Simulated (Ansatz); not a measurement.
Consider the formal exchange of groups at a Ga–O bond: `[OH][Ga]([OH])[O][SiH3]` + `FC(Cl)Cl` → `[OH][Ga]([Cl])[O][SiH3]` + `OC(F)Cl`.

Calculated with Ansatz (gas phase, PBE0-D4/def2-TZVP geometries, no zero-point term in ΔE). CCSD(T)/CBS is the MP2 limit (def2-TZVPP, def2-QZVPP) plus CCSD(T) − MP2 in def2-TZVPP, frozen cores. DFT in def2-TZVPP. B3LYP here is the variant with VWN-RPA as its local correlation; programs differ in this. For Ga outer-core shells are correlated without core-valence functions, which leaves a few kJ/mol of doubt a bond. Scalar relativity is left out up to krypton. Each species was taken in one conformer, which may not be the lowest.

```csv
level,ΔE (kcal/mol),difference from CCSD(T)/CBS
PBE-D4,-22.0,-0.9
r2SCAN-D4,-23.4,-2.3
B3LYP-D4,-22.7,-1.6
PBE0,-23.8,-2.7
HF/def2-TZVPP,-27.6,-6.5
MP2/def2-TZVPP,-20.9,0.2
CCSD(T)/def2-TZVPP,-22.0,-0.9
MP2/def2-QZVPP,-20.2,0.9
SCS-MP2/def2-QZVPP,-20.3,0.8
HF/CBS(def2),-27.1,-6.0
CCSD(T)/CBS,-21.1,0
```

Largest T1 diagnostic among the species: 0.014.

From PBE to PBE0 (25 % exact exchange), in def2-TZVPP and without D4, ΔE moves by −1.9 kcal/mol. In def2-TZVPP, CCSD(T) changes the Hartree–Fock value by +5.5 kcal/mol (the triples alone add +0.6 kcal/mol) and MP2 by +6.6 kcal/mol.
